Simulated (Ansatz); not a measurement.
`F[CH]([SiH3])[SnH3]` + H₂Se → `[SeH][SnH3]` + `FC[SiH3]` at 400 K and 1 bar (ligand exchange at the Sn–C bond).

Computed with Ansatz on PBE0-D4/def2-TZVP structures; ΔE is electronic, products minus reactants. CBS: MP2 limit from def2 TZ/QZ plus the TZ coupled-cluster correction, frozen cores. Elements past krypton have def2 core potentials. For Se, Sn outer-core shells are correlated without core-valence functions, which leaves a few kJ/mol of doubt a bond. Scalar relativity is left out up to krypton.

| species | CCSD(T)/CBS energy (Eh) | H − E (kJ/mol) | S (J/(mol·K)) |
| --- | --- | --- | --- |
| `F[CH]([SiH3])[SnH3]` | -645.10647 | 204.1 | 412.2 |
| H₂Se | -2401.89790 | 49.4 | 229.5 |
| `[SeH][SnH3]` | -2617.13827 | 97.4 | 338.5 |
| `FC[SiH3]` | -429.90570 | 165.5 | 311.5 |

H − E and S are ideal-gas, rigid-rotor, harmonic terms from PBE0-D4/def2-TZVP, for one conformer and one mirror image of each species. 1 Eh = 2625.50 kJ/mol, R = 8.31446 J/(mol·K).

By hand: ΔE, ΔH, ΔS and ΔG.

ΔE = (-2617.13827) + (-429.90570) − (-645.10647) − (-2401.89790) = -0.03960 Eh = -104.0 kJ/mol. Δ(H − E) = 97.4 + 165.5 − 204.1 − 49.4 = 9.4, so ΔH = -94.6 kJ/mol. ΔS = 338.5 + 311.5 − 412.2 − 229.5 = 8.3 J/(mol·K). ΔG = -94.6 − 400 × (8.3)/1000 = -97.9 kJ/mol.

By hand: the equilibrium constant, and the temperature at which ΔG would vanish if ΔH and ΔS stayed fixed.

log₁₀ K = −ΔG/(RT ln 10) = 12.8. ΔH and −TΔS have one sign here, so there is no such temperature.

The number of gas molecules stays the same, so ΔS is small and ΔH decides. A doubt of 5 kJ/mol in ΔE shifts log₁₀ K by 0.7 here. Other conformers and mirror images would add mixing entropy, several J/(mol·K) or more a flexible species. Modes under 60 cm⁻¹, often nearly free rotors, make the harmonic entropy too high. These are equilibria of isolated gas molecules and say nothing of rates. Largest T1 diagnostic: 0.013 (customary marks: 0.02 for closed shells, 0.045 for open ones).

ΔS is within the doubt of such terms, so its sign, and with it that verdict, could turn.
